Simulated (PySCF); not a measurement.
# Computed properties of C3H10OSi2, SMILES CC([SiH2][SiH2]C)=O

C3H10OSi2, SMILES [SiH2]([SiH2]C)C(C)=O. Coordinates come from a ωB97X-D3(BJ)/def2-SVP optimisation. This is a generated structure with no PubChem entry under its InChIKey; it may be hypothetical. The values are those of a single conformer. All values are computed for the isolated molecule unless a solvent is named; none is compared with measurement here.

**Structure.** The optimised structure has Cs symmetry. All 42 harmonic modes at ωB97X-D3(BJ)/def2-SVP (PySCF) are real, so it is a minimum. With heavy atoms numbered as in [CH3:1][SiH2:2][SiH2:3][C:4]([CH3:5])=[O:6], the shortest bond between them is C4–O6 at 1.215 Å and the longest Si2–Si3 at 2.331 Å.

**Vibrations.** The strongest infrared lines (harmonic, unscaled, degenerate partners summed) lie at 891 cm⁻¹ (164 km/mol, H 77 %, C 12 %, Si 11 %), 2252 cm⁻¹ (139 km/mol, H 96 %), 779 cm⁻¹ (132 km/mol, H 71 %, Si 17 %, C 11 %). The softest mode is at 27 cm⁻¹ and the zero-point energy is 74.2 kcal/mol.

**Electronic structure.** B3LYP/def2-TZVP (PySCF) places the frontier levels at -6.64 and -1.41 eV, a gap of 5.23 eV, and gives a dipole moment of 2.33 D and a mean polarisability of 97.5 bohr³. PBE/def2-TZVP (PySCF) at the same geometry gives -5.43 and -2.30 eV, so its gap is 2.10 eV narrower. An orbital gap is neither the optical nor the fundamental gap.

**Excitations.** TDA-CAM-B3LYP/def2-SVPD (PySCF) has S1 at 3.61 eV (344 nm, f = 0.001, dark); the most intense of the 6 singlets computed lies at 6.68 eV (f = 0.05). T1 (TDA) is at 2.92 eV, 0.69 eV under S1. TDA-PBE/def2-SVPD (PySCF) puts S1 at 3.42 eV. No vertical singlet excitation falls in the visible range (under 3.1 eV).

**NMR.** GIAO shifts at KT2/pcSseg-1 (PySCF) (non-relativistic, atoms alike by connectivity averaged): ¹³C from -8.2 to 224.5 ppm against TMS; ¹H from 0.5 to 4.7 ppm against TMS; ²⁹Si from -80.2 to -71.6 ppm against TMS.

**Solvation.** SMD-B3LYP/def2-SVP (PySCF) gives 0.4 kcal/mol in water, -3.9 kcal/mol in dichloromethane, -3.7 kcal/mol in ethanol (1 M in both phases, gas-phase geometry).
